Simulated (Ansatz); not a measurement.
Si₂₁OH₃₂⁻. Charge -1, multiplicity 2. Geometry PBE-D4/def2-SVP, that of the neutral singlet; atoms count from 1.

Cartesian coordinates in Å:
```
Si -3.560 -0.848 1.479
Si -0.609 -3.381 -2.610
Si 0.903 -0.086 -3.401
Si -3.005 2.838 0.547
Si -0.455 3.079 -1.931
O -1.868 -0.087 -1.428
Si 0.287 -2.363 1.792
Si 1.756 -1.957 -0.017
Si 0.001 1.062 1.239
Si 2.939 1.910 -0.955
Si 3.739 -0.132 2.596
Si -2.030 -1.874 -1.517
Si -3.175 0.641 -0.304
Si -1.674 -1.461 2.732
Si -1.084 0.941 -2.706
Si 1.494 -3.703 -1.571
Si 2.354 -0.287 -1.562
Si -2.385 4.211 -1.249
Si -1.432 2.618 2.294
Si 0.960 2.782 -0.069
Si 3.739 -2.086 1.249
Si 1.699 1.052 2.917
H -4.469 -0.026 2.365
H -4.347 -2.049 1.021
H -1.536 -4.512 -2.191
H -0.679 -3.291 -4.110
H 1.461 0.943 -4.356
H 0.702 -1.360 -4.180
H -4.466 3.037 0.906
H 0.173 3.650 -3.185
H 0.081 -3.865 1.678
H 1.235 -2.198 2.968
H 3.433 2.570 -2.221
H 4.071 1.873 0.037
H 4.771 0.791 1.996
H 4.263 -0.531 3.958
H -3.439 -2.041 -2.017
H -1.960 -2.276 -0.073
H -4.310 0.548 -1.302
H -2.153 -2.598 3.623
H -1.320 -0.325 3.652
H -2.162 0.967 -3.762
H 2.542 -3.641 -2.653
H 1.463 -5.096 -0.995
H 3.571 -0.962 -2.163
H -3.450 4.250 -2.317
H -2.071 5.616 -0.803
H -0.943 3.995 2.688
H -2.223 2.074 3.462
H 1.197 4.162 0.512
H 3.726 -3.333 2.096
H 4.957 -2.130 0.358
H 1.120 0.447 4.178
H 2.168 2.441 3.305
```

Single mean-field runs in def2-SVP are fitted with def2-universal-jkfit.

Estimate the Mulliken populations of the heavy atoms from the PBE0/def2-SVP orbitals of Ansatz.


```
atom  charge (e)  spin (α − β)
 Si1        0.00         -0.01
 Si2       -0.01          0.01
 Si3        0.00          0.04
 Si4       -0.10          0.01
 Si5       -0.13          0.02
  O6       -0.62         -0.06
 Si7        0.07          0.00
 Si8       -0.28          0.01
 Si9       -0.45          0.01
Si10        0.13          0.00
Si11        0.05          0.00
Si12        0.33          0.31
Si13        0.20          0.34
Si14        0.08          0.01
Si15        0.35          0.27
Si16        0.13          0.00
Si17       -0.04         -0.01
Si18        0.15          0.00
Si19        0.13          0.00
Si20       -0.05         -0.01
Si21        0.09          0.00
Si22        0.07          0.02
```
Mulliken values depend strongly on the basis.

Where does the spin sit?

Summed by element: Si 1.02, O -0.06, H 0.03, of 1 unpaired in all. Largest on single atoms: Si13 0.34, Si12 0.31, Si15 0.27.

And the Mayer bond orders between heavy atoms (over 0.3)?

Si1–Si13 0.96 (2.36 Å); Si1–Si14 0.94 (2.35 Å); Si2–Si12 1.00 (2.34 Å); Si2–Si16 0.93 (2.37 Å); Si3–Si15 0.99 (2.34 Å); Si3–Si17 0.94 (2.35 Å); Si4–Si13 0.97 (2.36 Å); Si4–Si18 0.93 (2.34 Å); Si4–Si19 0.92 (2.36 Å); Si5–Si15 0.96 (2.36 Å); Si5–Si18 0.93 (2.34 Å); Si5–Si20 0.90 (2.36 Å); O6–Si12 0.66 (1.80 Å); O6–Si13 0.51 (1.87 Å); O6–Si15 0.60 (1.82 Å); Si7–Si8 0.90 (2.37 Å); Si7–Si14 0.95 (2.35 Å); Si8–Si16 0.92 (2.35 Å); Si8–Si17 0.93 (2.35 Å); Si8–Si21 0.93 (2.36 Å); Si9–Si19 0.94 (2.36 Å); Si9–Si20 0.94 (2.36 Å); Si9–Si22 0.90 (2.39 Å); Si10–Si17 0.95 (2.35 Å); Si10–Si20 0.95 (2.34 Å); Si11–Si21 0.93 (2.37 Å); Si11–Si22 0.95 (2.38 Å).
